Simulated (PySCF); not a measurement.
H3Ga, triplet, at the geometry of the source list (a higher spin typed on purpose: for a closed-shell molecule this is an excited state); B3LYP/def2-SVP run with PySCF.

The PySCF input:
```python
from pyscf import gto, scf, dft

mol = gto.Mole()
mol.atom = '''
    Ga    0.00000000    0.00000000   -0.00000000
    H     0.67000000   -0.43680000    1.34750000
    H    -0.31380000    1.51220000   -0.26500000
    H    -0.35630000   -1.07550000   -1.08250000
'''
mol.basis = 'def2-svp'
mol.spin = 2
mol.verbose = 4
mol.build()

mf = dft.UKS(mol)
mf.xc = 'b3lyp'
mf.kernel()
```

The log (banner, timings and long lists left out):

```
PySCF version 2.14.0

[INPUT] verbose = 4
[INPUT] num. atoms = 4
[INPUT] num. electrons = 34
[INPUT] charge = 0
[INPUT] spin (= nelec alpha-beta = 2S) = 2
[INPUT] symmetry False subgroup None
[INPUT] Mole.unit = angstrom
[INPUT] Symbol           X                Y                Z      unit          X                Y                Z       unit  Magmom
[INPUT]  1 Ga     0.000000000000   0.000000000000   0.000000000000 AA    0.000000000000   0.000000000000   0.000000000000 Bohr   0.0
[INPUT]  2 H      0.670000000000  -0.436800000000   1.347500000000 AA    1.266116503459  -0.825432371210   2.546405952851 Bohr   0.0
[INPUT]  3 H     -0.313800000000   1.512200000000  -0.265000000000 AA   -0.592996057889   2.857643845567  -0.500777423010 Bohr   0.0
[INPUT]  4 H     -0.356300000000  -1.075500000000  -1.082500000000 AA   -0.673309418183  -2.032400446970  -2.045628529842 Bohr   0.0

nuclear repulsion = 31.9913447813127
number of shells = 21
number of NR pGTOs = 95
number of NR cGTOs = 47
basis = def2-svp
ecp = {}

******** <class 'pyscf.dft.uks.UKS'> ********
method = UKS
initial guess = minao
damping factor = 0
level_shift factor = 0
DIIS = <class 'pyscf.scf.diis.CDIIS'>
diis_start_cycle = 1
diis_space = 8
diis_damp = 0
SCF conv_tol = 1e-09
SCF conv_tol_grad = None
SCF max_cycles = 50
direct_scf = True
direct_scf_tol = 1e-13
number electrons alpha = 18  beta = 16
XC library pyscf.dft.libxc version 7.1.2
    S. Lehtola, C. Steigemann, M. J. T. Oliveira, and M. A. L. Marques,  SoftwareX 7, 1–5 (2018)
XC functionals = b3lyp
    P. J. Stephens, F. J. Devlin, C. F. Chabalowski, and M. J. Frisch,  J. Phys. Chem. 98, 11623 (1994)
radial grids:
    Treutler-Ahlrichs [JCP 102, 346 (1995); DOI:10.1063/1.469408] (M4) radial grids

becke partition: Becke, JCP 88, 2547 (1988); DOI:10.1063/1.454033
pruning grids: <function nwchem_prune>
grids dens level: 3
symmetrized grids: False
atomic radii adjust function: <function treutler_atomic_radii_adjust>
small_rho_cutoff = 0
Set gradient conv threshold to 3.16228e-05
tot grids = 50328
init E= -1925.75127624907

cycle= 1 E= -1926.21212231077  delta_E= -0.461  |g|= 0.348  |ddm|= 1.36

cycle= 2 E= -1926.15849865262  delta_E= 0.0536  |g|= 0.47  |ddm|= 0.65

cycle= 3 E= -1926.23614319008  delta_E= -0.0776  |g|= 0.0982  |ddm|= 0.588

cycle= 4 E= -1926.24654168425  delta_E= -0.0104  |g|= 0.0243  |ddm|= 0.209

cycle= 5 E= -1926.24701738511  delta_E= -0.000476  |g|= 0.0138  |ddm|= 0.0582

cycle= 6 E= -1926.2472442419  delta_E= -0.000227  |g|= 0.00391  |ddm|= 0.0254

cycle= 7 E= -1926.2472637754  delta_E= -1.95e-05  |g|= 0.000983  |ddm|= 0.00755

cycle= 8 E= -1926.24726531898  delta_E= -1.54e-06  |g|= 0.000277  |ddm|= 0.00253

cycle= 9 E= -1926.24726543748  delta_E= -1.19e-07  |g|= 6.9e-05  |ddm|= 0.000722

cycle= 10 E= -1926.24726544348  delta_E= -6.01e-09  |g|= 2.63e-05  |ddm|= 0.000173

cycle= 11 E= -1926.24726544431  delta_E= -8.24e-10  |g|= 2.16e-05  |ddm|= 5.37e-05

Extra cycle  E= -1926.2472654445  delta_E= -1.96e-10  |g|= 1.7e-05  |ddm|= 6.5e-05
converged SCF energy = -1926.2472654445  <S^2> = 2.0046234  2S+1 = 3.0030807
```
